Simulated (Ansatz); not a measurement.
Basis sets compared for InH2(CH2SiH3) (CH7InSi). Charge 0, multiplicity 1. Geometry B3LYP-D4/def2-SVP. Ansatz on 4 threads of Arm Neoverse V1 on a shared host; times are rough, and most runs start from earlier orbitals.

```
atom   x (Å)   y (Å)   z (Å)
 In1  -1.061  -1.406   0.818
  H2  -2.136  -2.297  -0.220
  H3  -1.353  -1.262   2.528
  C4   0.703  -0.432  -0.051
 Si5   0.404   1.338  -0.601
  H6   1.503  -0.448   0.707
  H7   1.029  -1.034  -0.916
  H8  -0.679   1.390  -1.631
  H9  -0.034   2.178   0.556
 H10   1.624   1.973  -1.190
```

In the def2 sets In takes a core potential; there is no spin–orbit coupling.

Binding counts from free atoms (In doublet, H doublet, C triplet, Si triplet) in the same basis, without a counterpoise term.

```csv
level,functions,energy (Eh),HOMO (eV),LUMO (eV),binding per atom (eV),wall time
PBE-D4/def2-SVP,93,-521.5584,-6.42,-2.45,2.94,0.75 s
PBE0-D4/def2-SVP,93,-521.6039,-7.55,-1.72,2.94,1.1 s
```

(1) Estimate the rows for PBE-D4/def2-TZVP, PBE0-D4/def2-TZVP (with forces).

Answers

(1) 
```tsv
level	functions	energy (Eh)	HOMO (eV)	LUMO (eV)	binding per atom (eV)	wall time
PBE-D4/def2-TZVP	160	-521.7171	-6.46	-2.49	2.95	1.6 s
PBE0-D4/def2-TZVP (with forces)	160	-521.7585	-7.56	-1.76	2.95	3.3 s
```
